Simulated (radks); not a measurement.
Isoelectronic series with 7 electrons, each ion in its NIST ground configuration. Calculated with a radial shooting solver on a logarithmic mesh with Libxc functionals: Dirac Kohn-Sham, PBE, spin-unpolarised, spherical densities, finite nucleus; open shells are shared between the two j in proportion to 2j + 1; Fermi nuclear charge, rms radius of each element as measured or else 0.836 A^(1/3) + 0.57 fm. Total energies (hartree) and mean radii <r> (bohr):

ion,configuration,E (hartree),2p3/2,2p1/2,2s1/2,1s1/2
N,[He] 2s2 2p3,-54.45303,1.485,1.483,1.320,0.2297
F2+,[He] 2s2 2p3,-97.62118,0.8968,0.8954,0.9179,0.1762
Ne3+,[He] 2s2 2p3,-124.11941,0.7549,0.7536,0.7953,0.1577
Mg5+,[He] 2s2 2p3,-186.94725,0.5758,0.5744,0.6274,0.1303
Al6+,[He] 2s2 2p3,-223.28407,0.5152,0.5137,0.5674,0.1199
Si7+,[He] 2s2 2p3,-262.90929,0.4663,0.4648,0.5179,0.1110
P8+,[He] 2s2 2p3,-305.82877,0.4260,0.4244,0.4763,0.1033
S9+,[He] 2s2 2p3,-352.04898,0.3922,0.3904,0.4408,0.09659
Cl10+,[He] 2s2 2p3,-401.57704,0.3633,0.3615,0.4102,0.09068
Ar11+,[He] 2s2 2p3,-454.42068,0.3385,0.3366,0.3835,0.08545
K12+,[He] 2s2 2p3,-510.58821,0.3168,0.3148,0.3601,0.08078
Ca13+,[He] 2s2 2p3,-570.08848,0.2977,0.2957,0.3393,0.07658
Sc14+,[He] 2s2 2p3,-632.93093,0.2809,0.2787,0.3207,0.07279

Estimate the row of O+ ([He] 2s2 2p3).

Answer. E (hartree) -74.39801; 2p3/2 1.110; 2p1/2 1.109; 2s1/2 1.084; 1s1/2 0.1995.
